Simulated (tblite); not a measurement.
Species: C4H9BGeO2.
Cartesian coordinates in Å at the GFN2-xTB level; atoms count from 1:
```
atom  x, y, z in Å
O1     2.5868    1.2337    0.0121
B2     1.9808    0.0212   -0.0954
O3     2.6703   -1.1363   -0.2814
C4     0.4181   -0.0411   -0.0037
C5    -0.2630   -1.1756   -0.1649
C6    -1.7585   -1.2183   -0.0831
Ge7   -2.2448    0.6878    0.1420
C8    -0.3500    1.2304    0.2729
H9     3.5425    1.2474   -0.0512
H10    3.6242   -1.0646   -0.3373
H11    0.2609   -2.1008   -0.3584
H12   -2.1723   -1.6837   -0.9786
H13   -2.0662   -1.8380    0.7612
H14   -3.0002    1.2665   -1.0270
H15   -3.0921    0.9756    1.3553
H16   -0.0544    2.0032   -0.4358
H17   -0.0889    1.6046    1.2633
```

Level: GFN2-xTB in tblite, geometry and Hessian alike; calculated harmonic values, unscaled, isolated species. Errors from tens to a few hundred cm⁻¹ against measured bands are possible. Modes of hydrogen on germanium can be 10 to 20 % off. One conformer, not necessarily the lowest.

Harmonic wavenumbers (cm⁻¹): 29.7, 39.4, 126.0, 151.7, 248.8, 347.9, 380.1, 383.9, 406.7, 508.3, 515.1, 519.8, 553.9, 596.7, 599.9, 641.1, 653.9, 724.0, 781.9, 819.8, 837.5, 849.9, 924.6, 945.9, 1015.3, 1040.2, 1076.0, 1088.2, 1172.4, 1191.6, 1235.7, 1264.4, 1301.2, 1436.4, 1444.6, 1671.2, 1920.1, 1987.6, 2941.3, 2955.6, 2967.4, 2984.1, 3068.1, 3598.8, 3604.9.

A = 3443, B = 716.3, C = 601.8 MHz; mass 173.991 u (most abundant isotopes); point group C1, symmetry number 1.

Task: Zero-point energy?

Result: ½Σν̃ = 26776 cm⁻¹ = 76.56 kcal/mol.

Task: What is S at 500 K and 1 bar for an ideal gas of classical rigid rotors and harmonic oscillators?

Result: Translation 43.96, rotation 31.30, vibration 49.03: S = 124.3 cal/(mol K).

Task: And Cp and H(500 K) − H(0)?

Result: Cp = 56.21 cal/(mol K), of which vibrations give 48.26 (their classical limit is 45 R = 89.4); H(500 K) − H(0) = 16.50 kcal/mol without the zero-point energy, 12.52 from vibrations.

Task: Blend soft modes into free rotors: weight 1/[1 + (100 cm⁻¹/ν̃)⁴] for the oscillator and the rest for a rotor with moment μB/(μ + B), μ = h/(8π²ν), B = 10⁻⁴⁴ kg m². What vibrational entropy results?

Result: 44.42 cal/(mol K) in place of 49.03, which changes −T·S at 500 K by +2.31 kcal/mol.

Task: How do the functions run with temperature in this model?

Result: 
```json
{"T (K)": "150", "S (cal/(mol K))": "79.4", "Cp (cal/(mol K))": "21.9", "H − H(0) (kcal/mol)": "2.24", "G − H(0) (kcal/mol)": "-9.68", "ln q(vib)": "3.42"}
{"T (K)": "250", "S (cal/(mol K))": "93.4", "Cp (cal/(mol K))": "33.6", "H − H(0) (kcal/mol)": "5.01", "G − H(0) (kcal/mol)": "-18.33", "ln q(vib)": "5.79"}
{"T (K)": "298.15", "S (cal/(mol K))": "99.7", "Cp (cal/(mol K))": "38.9", "H − H(0) (kcal/mol)": "6.76", "G − H(0) (kcal/mol)": "-22.98", "ln q(vib)": "6.98"}
{"T (K)": "400", "S (cal/(mol K))": "112.6", "Cp (cal/(mol K))": "48.7", "H − H(0) (kcal/mol)": "11.24", "G − H(0) (kcal/mol)": "-33.80", "ln q(vib)": "9.54"}
{"T (K)": "600", "S (cal/(mol K))": "135.1", "Cp (cal/(mol K))": "62.1", "H − H(0) (kcal/mol)": "22.42", "G − H(0) (kcal/mol)": "-58.63", "ln q(vib)": "14.57"}
{"T (K)": "900", "S (cal/(mol K))": "162.7", "Cp (cal/(mol K))": "73.9", "H − H(0) (kcal/mol)": "42.99", "G − H(0) (kcal/mol)": "-103.46", "ln q(vib)": "21.62"}
```

q(vib) and H(0) count from the zero-point level.

Task: What must be added to the electronic energy to get the Gibbs energy at 500 K and 1 bar?

Result: ZPE + [H(500 K) − H(0)] − T·S = 76.56 + 16.50 − 62.15 = 30.91 kcal/mol.

Task: Which modes carry the vibrational entropy at 500 K?

Result: 29.7 cm⁻¹: 6.88; 39.4 cm⁻¹: 6.31; 126.0 cm⁻¹: 4.01; 151.7 cm⁻¹: 3.65; 248.8 cm⁻¹: 2.69; 347.9 cm⁻¹: 2.07 cal/(mol K); the other 39 give 23.42 together.

Hindered rotation and anharmonicity are outside this model. Other conformers, if any are populated, would add a mixing term that is left out.

The run took 0.53 s on one thread of an Arm Neoverse V2, no GPU, shared host with 96 logical CPUs at a one-minute load of 61. The figure is for the frequency step alone.
